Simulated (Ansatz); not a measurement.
C2H5FGeO2, singlet, at a GFN2-xTB geometry; CASSCF(6,4)/STO-3G (Ansatz, a first-principles code).

Here is a job for Ansatz.
Ansatz 0.2 input:
```yaml
crystal:
  periodic: [false, false, false]
  atoms:
    - {symbol: C, position_ang: [-2.45267752, 0.25831351, -0.96616230]}
    - {symbol: C, position_ang: [-1.66355795, -0.45729450, -0.18741683]}
    - {symbol: Ge, position_ang: [0.23242713, -0.04409065, 0.06367478]}
    - {symbol: O, position_ang: [0.68292753, 1.39557418, -0.75814331]}
    - {symbol: O, position_ang: [1.42554846, -1.25125579, -0.31597792]}
    - {symbol: F, position_ang: [0.53710005, 0.22084128, 1.79671206]}
    - {symbol: H, position_ang: [-2.08065450, 1.11056970, -1.51019425]}
    - {symbol: H, position_ang: [-3.49859460, 0.01949266, -1.08627660]}
    - {symbol: H, position_ang: [-2.03936833, -1.30798341, 0.36308989]}
    - {symbol: H, position_ang: [1.62011820, 1.58594691, -0.78712497]}
    - {symbol: H, position_ang: [1.55653550, -1.94535808, 0.32694891]}
basis:
  gaussian:
    orbitals: STO-3G
hamiltonian:
  xc: hf
magnetization: {spin_polarized: false}
correlation: {active_space: {window: {electrons: 6, orbitals: 4}}}
```

Output, abridged:

```
Functional definition: HF
610 factors; integrals over basis functions are off by at most 4.4e-5 eV
mean field evaluation 1: about -64628.4314 eV, gradient 3.0e1 eV
mean field evaluation 2: about -64628.5594 eV, gradient 3.0e1 eV
mean field evaluation 4: about -64632.2719 eV, gradient 2.4e0 eV
mean field evaluation 8: about -64632.2969 eV, gradient 4.1e-2 eV
mean field -64632.29689589 eV, -2375.1931015795 hartree, gradient 2.6e-6 eV, S^2 0.000000; 0 other end points of the search recorded, 0 dependent functions left out
reference -64632.29689589 eV, -2375.1931015795 hartree; 37, 37 occupied and 11, 11 virtual orbitals, 610 factors
state -64633.46516278 eV, -2375.2360345960 hartree
Total energy: -64633.46516278 eV, -2375.2360345960 hartree
```
